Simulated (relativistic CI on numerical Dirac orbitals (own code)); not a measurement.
# W⁵⁰⁺: computed level list

These numbers are calculated, not measured: Dirac-Coulomb-Breit CI, orbitals from a KLI potential per configuration, a model potential for QED, unscaled Slater integrals (own radial code, finite nucleus).

CI space (outside the closed core [Ne]): 3s2.3p6.3d6, 3s2.3p5.3d7, 3s2.3p4.3d8, 3s.3p6.3d7, 3p6.3d8, 3s.3p5.3d8, 3s2.3p6.3d5.4s, 3s2.3p6.3d5.4p, 3s2.3p4.3d7.4s, 3s2.3p6.3d5.4d, 3s2.3p5.3d6.4s, 3s2.3p6.3d5.4f, 3s2.3p6.3d4.4s2, 3s.3p6.3d6.4s, 3p6.3d7.4s, 3p6.3d7.4p. Levels of other configurations are missing.

The lowest level is 3s2.3p6.3d6 3F_4, with 41 % of that term; Hund's rules for 3s2.3p6.3d6 give 5D with J = 4, of which the calculation keeps J, while another term leads.

```csv
No.,Configuration,Term,J,E (10³ cm⁻¹),%,Next component (%),Lifetime (s)
1,3s2.3p6.3d6,3F,4,0.0,41,31 5D,
2,3s2.3p6.3d6,3P,2,62.5,40,21 3D,4.45e+01
3,3s2.3p6.3d6,3P,0,205.9,53,31 1S,1.99e-01
4,3s2.3p6.3d6,5D,3,507.2,62,25 3F,2.95e-07
5,3s2.3p6.3d6,5D,4,520.1,45,23 3H,3.28e-07
6,3s2.3p6.3d6,5D,1,545.9,47,32 3P,2.68e-07
7,3s2.3p6.3d6,3G,5,586.2,61,39 3H,1.50e-06
8,3s2.3p6.3d6,3H,6,586.5,66,34 1I,2.53e-02
9,3s2.3p6.3d6,3F,2,640.1,47,23 1D,4.88e-07
10,3s2.3p6.3d6,3D,3,652.7,32,26 3G,7.33e-07
11,3s2.3p6.3d6,3P,0,729.8,67,27 1S,1.41e-05
12,3s2.3p6.3d6,1G,4,764.5,43,28 3G,1.43e-05
13,3s2.3p6.3d6,3D,2,769.6,33,21 3P,2.55e-06
14,3s2.3p6.3d6,3P,1,771.2,65,29 3D,6.43e-07
15,3s2.3p6.3d6,3F,3,786.9,56,38 1F,1.11e-06
16,3s2.3p6.3d6,5D,2,1059.6,64,25 3P,1.37e-07
17,3s2.3p6.3d6,5D,0,1083.6,64,35 1S,1.23e-07
18,3s2.3p6.3d6,3H,4,1111.0,42,36 3F,1.69e-07
19,3s2.3p6.3d6,5D,3,1138.6,31,23 3D,1.82e-07
20,3s2.3p6.3d6,3H,5,1146.5,61,39 3G,2.98e-07
21,3s2.3p6.3d6,1I,6,1174.6,66,33 3H,5.01e-07
22,3s2.3p6.3d6,3F,3,1201.1,41,41 3G,2.67e-07
23,3s2.3p6.3d6,3D,1,1221.8,50,43 3P,2.18e-07
24,3s2.3p6.3d6,1G,4,1238.2,51,31 3G,3.49e-07
25,3s2.3p6.3d6,3F,2,1248.0,35,32 3P,2.98e-07
26,3s2.3p6.3d6,3F,2,1340.8,67,18 3P,1.95e-07
27,3s2.3p6.3d6,3F,4,1380.9,62,33 1G,3.08e-07
28,3s2.3p6.3d6,1D,2,1527.0,79,9 3P,3.24e-07
29,3s2.3p6.3d6,3P,1,1663.9,60,39 5D,8.20e-08
30,3s2.3p6.3d6,1S,0,1668.7,80,18 3P,2.30e-07
31,3s2.3p6.3d6,1G,4,1768.1,38,23 3F,1.21e-07
32,3s2.3p6.3d6,3P,2,1817.8,32,26 1D,1.26e-07
33,3s2.3p6.3d6,3F,3,1836.4,38,25 1F,1.34e-07
34,3s2.3p6.3d6,3P,0,2322.2,60,26 1S,6.48e-08
35,3p5.3d7(4F),5G°,6,3111.4,66,31 3H°,3.90e-11
36,3p5.3d7(2D),3P°,0,3200.8,58,36 1S°,3.44e-11
37,3p5.3d7(2G),3G°,5,3203.7,45,37 5F°,3.14e-12
38,3p5.3d7(2P),3D°,3,3209.8,55,16 3F°,7.29e-12
39,3p5.3d7(2D),3F°,4,3317.4,55,25 5D°,3.09e-11
40,3p5.3d7(2P),3P°,2,3317.9,34,30 1D°,1.12e-11
41,3p5.3d7(2D),3P°,2,3428.7,35,24 3D°,1.04e-12
42,3p5.3d7(2D),3D°,3,3480.5,48,14 1F°,1.78e-12
43,3p5.3d7(4F),3F°,4,3481.6,38,25 5D°,6.26e-13
44,3p5.3d7(4F),3D°,3,3577.1,38,24 5P°,4.64e-13
45,3p5.3d7(2D),3D°,1,3585.2,27,26 1P°,1.01e-12
```

Energies count from the lowest computed level; ° marks odd parity; lifetimes are radiative, by E1, M1, E2, M2 decay to levels of this space only. Percentages are summed over parent terms; the parents shown are those of the largest component, closed shells are left out there.

The mean weight of the leading LS term, summed over parents, in these 45 levels is 51 %, and that of the leading jj configuration (from the same eigenvectors) 97 %, so jj coupling describes them better and the LS labels are nominal.

At this charge energies of transitions that change n are usually good to better than 1 %, and those within a shell (Δn = 0) to a few per cent.

LS names give the leading component of a level, which can be under half, so a name can repeat, a term be missing and a line seem to break the LS rules.
